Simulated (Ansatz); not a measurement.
Gas-phase electronic energies from Ansatz, PBE0-D4/def2-TZVP geometries. CBS: MP2 limit from def2 TZ/QZ plus the TZ coupled-cluster correction, frozen cores. This one scheme is used for every species. Functionals use def2-TZVPP. B3LYP here is the variant with VWN-RPA as its local correlation; programs differ in this. HSE06 is defined as in plane-wave codes. Each species was taken in one conformer, which may not be the lowest.

`[OH][Al]([F])[F]` + `BO` → `B[O][Al]([OH])[F]` + H–F  (ligand exchange at the Al–F bond)

| level | ΔE (kJ/mol) | difference from CCSD(T)/CBS |
| --- | --- | --- |
| LDA (SPW92) | 50.5 | 2.6 |
| PBE-D4 | 52.5 | 4.6 |
| revPBE-D4 | 51.4 | 3.5 |
| BLYP-D4 | 51.0 | 3.1 |
| B97M-V | 52.6 | 4.7 |
| PBE0-D4 | 48.2 | 0.3 |
| r2SCANh-D4 | 49.8 | 1.9 |
| r2SCAN0-D4 | 47.8 | -0.1 |
| HSE06-D4 | 48.1 | 0.2 |
| BHLYP-D4 | 44.5 | -3.4 |
| CAM-B3LYP-D4 | 49.1 | 1.2 |
| ωB97M-V | 50.7 | 2.8 |
| B2PLYP | 51.4 | 3.5 |
| PBE-QIDH | 48.1 | 0.2 |
| PBE | 55.4 | 7.5 |
| revPBE | 56.6 | 8.7 |
| BLYP | 56.7 | 8.8 |
| r2SCAN | 52.2 | 4.3 |
| PBE0 | 50.8 | 2.9 |
| B3LYP | 52.6 | 4.7 |
| r2SCAN0 | 48.8 | 0.9 |
| HSE06 | 50.7 | 2.8 |
| BHLYP | 48.9 | 1.0 |
| CAM-B3LYP | 51.9 | 4.0 |
| LC-ωPBE | 52.5 | 4.6 |
| RPA@PBE/def2-TZVPP | 50.2 | 2.3 |
| HF/def2-SVP | 45.7 | -2.2 |
| MP2/def2-SVP | 54.6 | 6.7 |
| CCSD/def2-SVP | 54.4 | 6.5 |
| HF/def2-TZVPP | 45.7 | -2.2 |
| MP2/def2-TZVPP | 48.0 | 0.1 |
| SCS-MP2/def2-TZVPP | 48.9 | 1.0 |
| CCSD/def2-TZVPP | 48.0 | 0.1 |
| CCSD(T)/def2-TZVPP | 48.6 | 0.7 |
| HF/def2-QZVPP | 46.8 | -1.1 |
| MP2/def2-QZVPP | 48.0 | 0.1 |
| SCS-MP2/def2-QZVPP | 49.0 | 1.1 |
| HF/CBS(def2) | 46.9 | -1.0 |
| MP2/CBS(def2) | 47.4 | -0.5 |
| CCSD/CBS(def2) | 47.3 | -0.6 |
| CCSD(T)/CBS | 47.9 | 0 |

Largest T1 diagnostic among the species: 0.014.

At CCSD(T), def2-SVP lies +7.1 kJ/mol from the extrapolated value and def2-TZVPP +0.7 kJ/mol. Leaving LDA and LC-ωPBE aside and taking each functional with its dispersion term where it has one, the values spread over 8.1 kJ/mol, from BHLYP-D4 to B97M-V. LDA lies −4.9 kJ/mol from PBE without D4.
